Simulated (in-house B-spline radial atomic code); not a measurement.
**Binding energies in the zirconium ion Zr⁶⁺**

NIST's tabulated ground configuration is [Ar] 3d10 4s2 4p4; each binding energy is the energy of the ion with one electron taken from that subshell, relaxed, less that of the parent. All numbers are computed (Dirac-Hartree-Fock, average of configuration; Fermi nucleus of rms radius 4.2694 fm) with a B-spline radial code for spherical atoms, not measured. Energies include first-order Breit, QED and recoil terms.

```tsv
subshell	X-ray name	binding energy (eV)	-ε (eV)	relaxation (eV)
1s	K	18097.6	18195.7	51.6
2s	L1	2637.4	2665.8	24.1
3s	M1	530.9	537.6	6.1
3d3/2	M4	279.1	286.0	6.8
3d5/2	M5	276.7	283.4	6.7
4s	N1	140.7	141.4	0.6
4p	N2,3	113.9	114.5	0.5
```

Relaxation = -ε minus the binding energy without Breit, QED and recoil terms.

(1) What does it cost to remove both a 3d5/2 and a 3d3/2 electron?

(2) What does it cost to remove two 3s electrons?

(3) What does it cost to remove both a 2s and a 3d3/2 electron?

Results:

(1) 597.62 eV, which is 41.82 eV more than the two single binding energies together.

(2) 1104 eV, which is 42.3 eV more than the two single binding energies together.

(3) 2966.6 eV, which is 50.02 eV more than the two single binding energies together.
